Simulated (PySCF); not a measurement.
# AsF and its ions

UHF-SCS-MP2; As def2-TZVPPD, F def2-TZVPPD; no relativity (PySCF 2.14). Neutral (UHF): triplet (π ↑↑), Re = 1.750 Å, ωe = 681 cm⁻¹, De = 4.12 eV.

AsF⁺ (UHF): doublet (π ↑), Re = 1.662 Å, ωe = 839 cm⁻¹, De = 4.62 eV to As⁺ + F. The energies at the minima are -2334.13381 hartree for AsF and -2333.79042 for AsF⁺.

Question: Work out the adiabatic ionisation energy, without and with harmonic zero-point energies (1 hartree = 27.2114 eV, 1 eV = 8065.5 cm⁻¹), and the change of the bond length.

Answer: At UHF-SCS-MP2: 0.34339 hartree = 9.344 eV between the minima; the zero-point term (839.0 − 681.0)/2 cm⁻¹ = +0.010 eV makes it 9.354 eV. Re changes by -8.8 pm against the neutral. The electron leaves a π orbital, and the shorter bond of the ion fits an antibonding orbital, or a change in how ionic the bond is.

AsF⁻ (UHF): doublet (π ↑), Re = 1.857 Å, ωe = 525 cm⁻¹, De = 1.31 eV to As + F⁻. The energies at the minima are -2334.13381 hartree for AsF and -2334.15519 for AsF⁻.

Question: Work out the adiabatic electron affinity, without and with harmonic zero-point energies (1 hartree = 27.2114 eV, 1 eV = 8065.5 cm⁻¹), and the change of the bond length.

Answer: At UHF-SCS-MP2: 0.02138 hartree = 0.582 eV between the minima; the zero-point term (681.0 − 525.0)/2 cm⁻¹ = +0.010 eV makes it 0.591 eV. Re changes by +10.7 pm against the neutral. The electron enters a π orbital, and the longer bond of the ion fits an antibonding orbital, or a change in how ionic the bond is.

Correlated steps freeze 10 core orbitals. Spin–orbit coupling is left out. For an ion De counts to the pair picked by the measured ionisation energies or electron affinities, which need not be the lowest pair at this level. States were picked by a PBE0 search and need not be the measured ground states.
